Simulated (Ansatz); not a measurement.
Steps of a relaxation of `C[NH][Zr]([NH]C)([NH]C)[N](C)C` with RKS PBE0-D4/def2-TZVP.

```sh
$ ansatz run in.yaml --threads 4 --pin off --events-out ev --progress --plain --max-ram 66560MiB --backend cuda --devices 0, --max-vram 37GiB
```

```yaml
crystal:
  periodic: [false, false, false]
  atoms:
    - {symbol: C, position_ang: [-0.730110, 0.971030, -2.647010]}
    - {symbol: N, position_ang: [-0.156630, -0.138680, -1.899760]}
    - {symbol: Zr, position_ang: [0.003890, 0.245230, 0.102260]}
    - {symbol: N, position_ang: [-1.841300, -0.003910, 0.939670]}
    - {symbol: C, position_ang: [-2.767790, -0.878500, 0.238780]}
    - {symbol: N, position_ang: [0.559880, 2.188660, 0.395320]}
    - {symbol: C, position_ang: [0.969630, 2.373230, 1.782130]}
    - {symbol: N, position_ang: [1.372130, -1.039930, 0.917490]}
    - {symbol: C, position_ang: [0.844630, -2.388930, 0.812710]}
    - {symbol: C, position_ang: [2.564150, -0.914640, 0.088830]}
    - {symbol: H, position_ang: [-0.702460, 0.780350, -3.733620]}
    - {symbol: H, position_ang: [-1.791780, 1.185810, -2.385470]}
    - {symbol: H, position_ang: [-0.130210, 1.872680, -2.455660]}
    - {symbol: H, position_ang: [-0.701810, -0.984370, -2.135380]}
    - {symbol: H, position_ang: [-2.354590, 0.859780, 1.179080]}
    - {symbol: H, position_ang: [-3.632050, -1.138780, 0.875000]}
    - {symbol: H, position_ang: [-3.181280, -0.436100, -0.693740]}
    - {symbol: H, position_ang: [-2.257550, -1.818970, -0.017860]}
    - {symbol: H, position_ang: [-0.139170, 2.917280, 0.175710]}
    - {symbol: H, position_ang: [0.121690, 2.350390, 2.502030]}
    - {symbol: H, position_ang: [1.484030, 3.340860, 1.921800]}
    - {symbol: H, position_ang: [1.677980, 1.574680, 2.054450]}
    - {symbol: H, position_ang: [0.587430, -2.667470, -0.240830]}
    - {symbol: H, position_ang: [-0.050200, -2.476200, 1.443450]}
    - {symbol: H, position_ang: [1.583660, -3.129110, 1.168810]}
    - {symbol: H, position_ang: [3.368850, -1.574050, 0.460890]}
    - {symbol: H, position_ang: [2.927360, 0.122390, 0.125850]}
    - {symbol: H, position_ang: [2.371620, -1.192750, -0.974920]}
basis:
  gaussian: {orbitals: def2-TZVP}
hamiltonian: {xc: pbe0, dispersion: d4}
relax: {f_tol: 0.005, max_steps: 150}
```

Positions (Å) and forces (eV/Å) along the path, 6 of 28 steps:

```xyz
28
step=1 energy=-12712.1145 eV
C    -0.730    0.971   -2.647   -0.070    0.127   -0.282
N    -0.157   -0.139   -1.900   -1.114   -0.754   -0.290
Zr    0.004    0.245    0.102    0.514    0.658    0.158
N    -1.841   -0.004    0.940   -0.917    0.786   -0.340
C    -2.768   -0.878    0.239   -0.370   -0.149    0.108
N     0.560    2.189    0.395   -1.018    0.621    0.251
C     0.970    2.373    1.782    0.187    0.319    0.267
N     1.372   -1.040    0.917    0.104   -0.625   -0.449
C     0.845   -2.389    0.813    0.091   -0.009    0.187
C     2.564   -0.915    0.089    0.058   -0.122    0.014
H    -0.702    0.780   -3.734    0.029    0.172    0.213
H    -1.792    1.186   -2.385    0.370    0.018   -0.118
H    -0.130    1.873   -2.456   -0.204   -0.060   -0.137
H    -0.702   -0.984   -2.135    0.645    0.377    0.064
H    -2.355    0.860    1.179    0.466   -0.607    0.158
H    -3.632   -1.139    0.875    0.191   -0.100   -0.160
H    -3.181   -0.436   -0.694    0.181   -0.235    0.261
H    -2.258   -1.819   -0.018   -0.211    0.097   -0.030
H    -0.139    2.917    0.176    0.648   -0.431   -0.169
H     0.122    2.350    2.502    0.382   -0.031   -0.181
H     1.484    3.341    1.922   -0.013   -0.295    0.050
H     1.678    1.575    2.054   -0.137    0.225    0.125
H     0.587   -2.667   -0.241    0.071   -0.060    0.363
H    -0.050   -2.476    1.443    0.093   -0.137   -0.130
H     1.584   -3.129    1.169   -0.212    0.041   -0.095
H     3.369   -1.574    0.461   -0.073    0.213   -0.075
H     2.927    0.122    0.126    0.096   -0.164   -0.100
H     2.372   -1.193   -0.975    0.213    0.127    0.336
28
step=7 energy=-12713.2381 eV
C    -0.855    1.269   -2.962    0.039    0.005   -0.023
N    -0.335    0.281   -2.043   -0.038   -0.041    0.010
Zr   -0.175    0.324    0.008    0.060   -0.001    0.024
N    -2.011   -0.128    0.793   -0.037    0.002   -0.020
C    -2.941   -1.117    0.292    0.029   -0.018   -0.048
N     0.387    2.154    0.757   -0.057   -0.082   -0.006
C     1.310    2.507    1.813    0.004   -0.001   -0.014
N     1.076   -1.222    0.486   -0.085    0.124   -0.086
C     0.805   -2.553    0.946    0.041   -0.041    0.022
C     2.454   -1.003    0.123    0.041   -0.044    0.050
H    -0.235    1.359   -3.864   -0.040    0.042    0.047
H    -1.886    1.062   -3.288    0.049   -0.011    0.004
H    -0.863    2.260   -2.491   -0.019   -0.047   -0.023
H    -0.115   -0.584   -2.523   -0.003    0.062   -0.005
H    -2.425    0.424    1.533   -0.001   -0.006   -0.016
H    -3.363   -1.735    1.095   -0.002   -0.005   -0.014
H    -3.778   -0.678   -0.270   -0.001   -0.016    0.044
H    -2.427   -1.801   -0.393   -0.046    0.035    0.017
H    -0.049    2.983    0.369    0.023    0.009    0.011
H     0.810    3.007    2.652    0.030    0.014    0.009
H     2.117    3.164    1.466    0.030    0.004    0.022
H     1.780    1.605    2.219   -0.008    0.023   -0.031
H     1.041   -3.305    0.175    0.000   -0.013    0.033
H    -0.251   -2.659    1.208    0.048    0.008    0.004
H     1.400   -2.811    1.837   -0.022    0.007   -0.003
H     3.133   -1.135    0.981   -0.014    0.010   -0.032
H     2.609    0.020   -0.249   -0.029   -0.033    0.010
H     2.788   -1.688   -0.672    0.006    0.012    0.013
28
step=8 energy=-12713.2247 eV rejected
C    -0.864    1.301   -2.963   -0.286    0.132    0.072
N    -0.360    0.304   -2.054    0.244    0.006   -0.019
Zr   -0.199    0.313   -0.002   -0.164    0.025   -0.157
N    -2.059   -0.132    0.736    0.080    0.007    0.032
C    -2.982   -1.137    0.262   -0.200    0.024    0.130
N     0.367    2.123    0.784    0.348    0.467    0.253
C     1.365    2.488    1.782   -0.081   -0.136   -0.011
N     1.053   -1.232    0.430    0.480   -0.936    0.477
C     0.835   -2.549    1.005   -0.215    0.290   -0.131
C     2.450   -1.017    0.130   -0.195    0.283   -0.296
H    -0.186    1.539   -3.792    0.095   -0.089    0.026
H    -1.828    1.002   -3.397   -0.024    0.087   -0.095
H    -1.035    2.248   -2.438   -0.032   -0.034    0.012
H    -0.072   -0.519   -2.567    0.040   -0.076    0.043
H    -2.474    0.421    1.475    0.014   -0.002    0.018
H    -3.299   -1.823    1.062    0.053    0.008   -0.049
H    -3.899   -0.709   -0.170    0.053   -0.008   -0.030
H    -2.517   -1.748   -0.514    0.041   -0.024   -0.078
H    -0.050    2.968    0.407   -0.082   -0.054   -0.058
H     0.941    3.017    2.651   -0.075   -0.085   -0.144
H     2.192    3.115    1.410   -0.195   -0.090   -0.173
H     1.819    1.575    2.166    0.112   -0.084    0.121
H     1.106   -3.370    0.317    0.012    0.194   -0.013
H    -0.220   -2.652    1.249   -0.143   -0.133    0.059
H     1.404   -2.714    1.934    0.031    0.151   -0.079
H     3.107   -1.100    1.005   -0.063   -0.034    0.121
H     2.574   -0.004   -0.268    0.207    0.114   -0.086
H     2.831   -1.709   -0.639   -0.056   -0.002    0.056
28
step=9 energy=-12713.2557 eV
C    -0.868    1.275   -2.957    0.018    0.001    0.000
N    -0.338    0.281   -2.050   -0.012   -0.020   -0.034
Zr   -0.190    0.318    0.001    0.029   -0.024    0.008
N    -2.033   -0.128    0.775   -0.037   -0.012   -0.006
C    -2.965   -1.116    0.276    0.025   -0.004   -0.022
N     0.383    2.138    0.759   -0.019    0.014    0.003
C     1.338    2.474    1.792    0.006    0.000    0.003
N     1.067   -1.219    0.481   -0.011    0.059   -0.049
C     0.817   -2.543    0.974    0.020   -0.034    0.023
C     2.448   -0.988    0.135   -0.001   -0.020    0.020
H    -0.216    1.435   -3.825   -0.022    0.030    0.032
H    -1.870    1.025   -3.336    0.032   -0.002    0.000
H    -0.953    2.244   -2.451   -0.021   -0.034   -0.017
H    -0.074   -0.561   -2.548   -0.007    0.043    0.009
H    -2.442    0.416    1.523    0.004   -0.005   -0.016
H    -3.343   -1.770    1.072    0.000   -0.004   -0.014
H    -3.832   -0.674   -0.235    0.000   -0.009    0.026
H    -2.466   -1.764   -0.454   -0.037    0.023    0.006
H    -0.036    2.979    0.376    0.005   -0.005    0.002
H     0.870    2.988    2.641    0.021    0.002    0.002
H     2.153    3.112    1.426    0.016   -0.004    0.005
H     1.796    1.562    2.188    0.001    0.011   -0.013
H     1.074   -3.311    0.226    0.004   -0.013    0.017
H    -0.238   -2.663    1.230    0.017    0.007    0.003
H     1.408   -2.765    1.876   -0.008    0.006    0.007
H     3.117   -1.101    1.002   -0.012    0.010   -0.014
H     2.594    0.032   -0.249   -0.016   -0.023    0.006
H     2.801   -1.678   -0.647    0.003    0.007    0.012
28
step=13 energy=-12713.2945 eV
C    -0.958    1.297   -2.915   -0.005    0.070    0.007
N    -0.324    0.303   -2.078    0.011   -0.061   -0.041
Zr   -0.203    0.270   -0.025    0.008    0.046    0.005
N    -2.069   -0.172    0.702   -0.017   -0.036   -0.024
C    -3.055   -1.075    0.146   -0.002   -0.006    0.002
N     0.384    2.070    0.776    0.014    0.022    0.004
C     1.437    2.383    1.719   -0.012   -0.011   -0.009
N     1.073   -1.234    0.494   -0.004   -0.064    0.028
C     0.875   -2.508    1.132    0.016    0.035   -0.009
C     2.452   -0.979    0.155   -0.005    0.012   -0.011
H    -0.260    1.765   -3.626   -0.070   -0.035    0.058
H    -1.802    0.890   -3.492    0.046    0.035    0.013
H    -1.366    2.111   -2.299    0.037   -0.097   -0.056
H     0.077   -0.441   -2.637   -0.022    0.060    0.025
H    -2.432    0.309    1.515    0.002   -0.010   -0.021
H    -3.334   -1.874    0.849   -0.002    0.033   -0.035
H    -3.979   -0.565   -0.160    0.029   -0.020    0.018
H    -2.654   -1.565   -0.749   -0.008    0.040    0.045
H    -0.046    2.922    0.432    0.005   -0.016    0.010
H     1.064    2.914    2.605    0.002   -0.004   -0.006
H     2.236    2.996    1.280   -0.007   -0.002   -0.001
H     1.904    1.461    2.078   -0.005    0.004   -0.002
H     1.196   -3.342    0.490    0.001    0.010    0.007
H    -0.181   -2.652    1.369    0.001   -0.001    0.003
H     1.443   -2.588    2.072   -0.004    0.004   -0.013
H     3.103   -0.968    1.043   -0.007    0.001   -0.011
H     2.561    0.001   -0.333    0.001   -0.018    0.008
H     2.855   -1.730   -0.541   -0.001    0.007    0.006
28
step=28 energy=-12713.3024 eV
C    -1.062    1.249   -2.854    0.001   -0.001    0.001
N    -0.291    0.278   -2.110   -0.002    0.001   -0.002
Zr   -0.173    0.236   -0.058    0.000   -0.002    0.000
N    -2.057   -0.169    0.641   -0.001    0.000    0.000
C    -3.090   -0.980    0.034    0.001    0.000   -0.001
N     0.425    2.032    0.749    0.000    0.004    0.000
C     1.432    2.311    1.750    0.001   -0.002   -0.001
N     1.106   -1.244    0.518    0.000    0.002    0.000
C     0.953   -2.469    1.253    0.000   -0.001    0.000
C     2.466   -0.994    0.108    0.000    0.000   -0.001
H    -0.441    1.914   -3.470   -0.001   -0.001    0.001
H    -1.808    0.785   -3.513    0.001    0.001    0.001
H    -1.622    1.894   -2.165    0.001   -0.001   -0.001
H     0.197   -0.357   -2.729    0.000    0.001    0.001
H    -2.403    0.299    1.469    0.000    0.000    0.000
H    -3.410   -1.808    0.681    0.000    0.000    0.000
H    -3.986   -0.403   -0.229    0.000    0.000    0.000
H    -2.716   -1.425   -0.893   -0.001    0.001    0.001
H     0.049    2.895    0.375    0.002   -0.003    0.002
H     1.028    2.857    2.613    0.001   -0.001   -0.001
H     2.275    2.896    1.357   -0.003   -0.002    0.002
H     1.846    1.374    2.135   -0.002    0.004   -0.001
H     1.263   -3.343    0.661    0.000    0.000    0.000
H    -0.090   -2.610    1.542    0.000    0.000    0.000
H     1.561   -2.472    2.172    0.000    0.000    0.000
H     3.152   -0.917    0.966    0.000    0.000    0.000
H     2.543   -0.047   -0.446    0.000    0.000    0.000
H     2.853   -1.783   -0.555    0.000    0.000    0.000
```

It took 2.1 min on 4 threads of an AMD EPYC 7R13 on a shared host and a share of an NVIDIA H100 80 GB, with 1.1 GiB of host memory at the peak.
